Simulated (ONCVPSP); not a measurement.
## How hard is this ruthenium ONCV potential?

* Element: Ru
* Generator: ONCVPSP 4.0.1
* Type: optimised norm-conserving Vanderbilt (ONCV)
* Functional: PBE
* Relativity: scalar-relativistic
* Frozen core: [Ar] 3d10
* Valence charge: 16
* Reference configuration: 4s2 4p6 4d7.5 5s0.5
* Partial waves: 4s+5s: rc 1.50 bohr, ncon 4, nbas 9, qcut 7.5 1/bohr, 2 projectors; 4p: rc 1.25 bohr, ncon 5, nbas 9, qcut 5.8 1/bohr, 3 projectors, debl 3.6 Ha; 4d: rc 1.65 bohr, ncon 4, nbas 8, qcut 9.2 1/bohr, 2 projectors, debl 3.6 Ha
* Local potential: polynomial inside 1.25 bohr (lpopt 5, dvloc0 0 Ha)
* Core correction: Teter function fitted to the true core (icmod 2), fcfact 0.3

For each optimised wave give the share of its norm inside rc, the residual kinetic energy above qcut (Ha) and the cutoffs (Ha) for errors of 10, 1, 0.1 and 0.01 mHa per electron.

```tsv
wave	norm inside rc	residual KE	10 mHa	1 mHa	0.1 mHa	0.01 mHa
4s	0.906	2.8e-05	17.4	22.2	26.1	57.2
5s	0.034	1.0e-05	12.1	19.4	24.2	28.4
4p	0.662	1.4e-02	21.3	138.3	166.5	183.6
p projector 2	0.054	4.0e-03	10.8	28.6	93.4	201.6
p projector 3	0.048	9.8e-03	15.2	51.3	152.1	243.9
4d	0.549	1.2e-07	19.0	25.4	30.8	35.4
d projector 2	0.125	1.1e-06	21.9	28.1	33.7	38.3
```

The occupied waves need 138 Ha and 167 Ha for 1 and 0.1 mHa.
